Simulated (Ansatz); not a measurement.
`O[Si](Cl)(Br)Br` and `O[Si](F)(Cl)Br` differ in one atom or group.

Ansatz, PBE0-D4/def2-TZVP geometries, multiplicity 1. Each molecule was computed in one conformer, which needn't be the lowest.

Scalar relativity is left out up to krypton.

| property | `O[Si](Cl)(Br)Br` |
| --- | --- |
| HOMO energy (B3LYP/def2-TZVPP) / eV | -8.38 |
| HOMO energy (PBE0/def2-TZVPP) / eV | -8.66 |
| HOMO–LUMO gap (ωB97M-V/def2-TZVPP) / eV | 12.12 |
| LUMO energy (PBE/def2-TZVPP) / eV | -1.63 |
| zero-point energy (PBE0-D4/def2-TZVP) / kJ/mol | 49.1 |
| LUMO energy (ωB97M-V/def2-TZVPP) / eV | 1.27 |

(1) What does the change do to each property? (Estimate.)

Answers

(1) Ansatz gave: 
```json
{"property": "HOMO energy (B3LYP/def2-TZVPP) / eV", "`O[Si](F)(Cl)Br`": "-8.72", "shift": "-0.34"}
{"property": "HOMO energy (PBE0/def2-TZVPP) / eV", "`O[Si](F)(Cl)Br`": "-9.01", "shift": "-0.35"}
{"property": "HOMO–LUMO gap (ωB97M-V/def2-TZVPP) / eV", "`O[Si](F)(Cl)Br`": "12.90", "shift": "0.78"}
{"property": "LUMO energy (PBE/def2-TZVPP) / eV", "`O[Si](F)(Cl)Br`": "-1.09", "shift": "0.54"}
{"property": "zero-point energy (PBE0-D4/def2-TZVP) / kJ/mol", "`O[Si](F)(Cl)Br`": "53.7", "shift": "4.6"}
{"property": "LUMO energy (ωB97M-V/def2-TZVPP) / eV", "`O[Si](F)(Cl)Br`": "1.68", "shift": "0.41"}
```

With PBE0 the HOMO falls by 0.35 eV and the LUMO rises by 0.59 eV, so the gap widens by about 0.94 eV. PBE moves the HOMO by -0.31 eV and ωB97M-V by -0.37 eV.

B3LYP here is the variant with VWN-RPA as its local correlation; programs differ in this.

Spin–orbit coupling is left out; it splits and shifts lone-pair levels of the heavy atoms by tenths of an eV.
